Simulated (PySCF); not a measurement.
Species: C6H10O (charge +1 and doublet state).
Z-matrix (Å and degrees, GFN2-xTB geometry), rows numbered from 1:
```
C 
C   1  1.3518
C   2  1.4255  1  124.77
C   3  1.4793  2  122.48  1     0.00
C   3  1.4008  2  117.58  1   179.61
O   5  1.2901  3  121.58  2  -179.63
C   6  1.4087  5  121.60  3  -179.72
H   1  1.0774  2  122.61  3     0.59
H   1  1.0770  2  120.83  3  -179.43
H   2  1.0823  1  118.60  3   179.80
H   4  1.0856  3  111.36  2  -178.23
H   4  1.0915  3  110.44  2    60.79
H   4  1.0907  3  110.74  2   -56.71
H   5  1.0905  3  119.52  2     0.27
H   7  1.0936  6  107.99  5  -121.14
H   7  1.0936  6  107.83  5   122.63
H   7  1.0912  6  112.48  5     0.71
```

The hyperfine couplings belong to this conformer and change with its torsions.

The species is `[CH2+][CH]/C(C)=C/OC` [radical] (charge +1).

Computed with UKS B3LYP, pcH-1 on C H O, non-relativistic, mean-field spin-orbit, GIAO in PySCF 2.14.0. One conformer (not necessarily the lowest) at the GFN2-xTB geometry, without solvent, vibrations or thermal averaging. A GFN2-xTB geometry isn't a minimum of the functional, and hyperfine couplings can be far from their values at a DFT geometry, by a factor of two or more for some ions and for spin on atoms past the first row. The SCF solution wasn't tested for stability.

**Question.** The isotropic 13C couplings are +33.6, -25.9, +19.1, -10.3, -6.9 MHz. Assign them to C1; C2; C3; C4; C7.

**Answer.** 
| site | a_iso (MHz) | ρ(0) (bohr⁻³) | position | distance from C1 (Å) | spin population | largest \|T\| (MHz) |
| --- | --- | --- | --- | --- | --- | --- |
| C1 | +33.6 | +0.0299 | largest spin population | 0.00 | +0.46 | 68.9 |
| C2 | -25.9 | -0.0231 | 1 bond from C1 | 1.35 | -0.11 | 10.7 |
| C3 | +19.1 | +0.0170 | a main spin site | 2.46 | +0.29 | 49.3 |
| C4 | -10.3 | -0.0092 | 1 bond from C3 | 2.99 | -0.02 | 0.8 |
| C7 | -6.9 | -0.0061 | 3 bonds from C3 | 6.04 | -0.01 | 1.6 |

ρ(0) is the spin density at the nucleus and T the dipolar tensor; entries for several nuclei are means. Largest spin populations (Mulliken): C1 (+0.46), C3 (+0.29), C5 (+0.21) and O6 (+0.18). Four atoms exceed +0.15. Main spin sites, with 60 % or more of the largest population: C1, C3; positions count bonds from the nearest.

Means are taken over nuclei equivalent by connectivity, which assumes that they swap fast. H8 and H9 aren't averaged: C1 is flat or nearly so (angle sum 360°), and its turn about the short C1–C2 bond (1.35 Å) is taken as slow. The three 1H nuclei of mean +26.1 MHz run from 0.5 to 40.7 MHz in the frozen geometry. The three 1H nuclei of mean +19.1 MHz run from -0.5 to 29.3 MHz in the frozen geometry.

C2, the radical centre as drawn in `[CH2+][CH]/C(C)=C/OC`, holds a spin population of -0.11 out of 1.
